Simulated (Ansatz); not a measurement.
`[CH3][Al]([OH])[SiH2]F` + H–F → `[CH3][Al]([OH])[F]` + `F[SiH3]`  (cleavage of the Al–Si bond)

Isolated molecules relaxed with PBE0-D4/def2-TZVP in Ansatz; ΔE leaves out vibrations. CCSD(T)/CBS adds triple-zeta CCSD(T) − MP2 to the extrapolated MP2 energy (def2 sets, frozen cores). This one scheme is used for every species. DFT in def2-TZVPP. B3LYP here is the variant with VWN-RPA as its local correlation; programs differ in this. HSE06 is defined as in plane-wave codes. One conformer a species, not always the lowest.

| level | ΔE (kJ/mol) | difference from CCSD(T)/CBS |
| --- | --- | --- |
| r2SCAN-D4 | -200.2 | -0.6 |
| PBE0-D4 | -181.9 | 17.7 |
| B3LYP-D4 | -200.9 | -1.3 |
| HSE06-D4 | -181.4 | 18.2 |
| ωB97M-V | -205.6 | -6.0 |
| PBE0 | -185.6 | 14.0 |
| BHLYP | -215.6 | -16.0 |
| CAM-B3LYP | -213.1 | -13.5 |
| LC-ωPBE | -197.4 | 2.2 |
| RPA@PBE/def2-TZVPP | -199.2 | 0.4 |
| CCSD/def2-SVP | -215.5 | -15.9 |
| SCS-MP2/def2-TZVPP | -213.2 | -13.6 |
| CCSD/def2-TZVPP | -204.5 | -4.9 |
| CCSD(T)/def2-TZVPP | -200.9 | -1.3 |
| SCS-MP2/def2-QZVPP | -213.3 | -13.7 |
| HF/CBS(def2) | -227.4 | -27.8 |
| CCSD(T)/CBS | -199.6 | 0 |

Largest T1 diagnostic among the species: 0.012.

Leaving LDA and LC-ωPBE aside and taking each functional with its dispersion term where it has one, the values, not all of them listed here, spread over 34.4 kJ/mol, from B2PLYP to revPBE-D4. In def2-TZVPP, CCSD(T) changes the Hartree–Fock value by +23.8 kJ/mol (the triples alone add +3.6 kJ/mol) and MP2 by +14.8 kJ/mol.
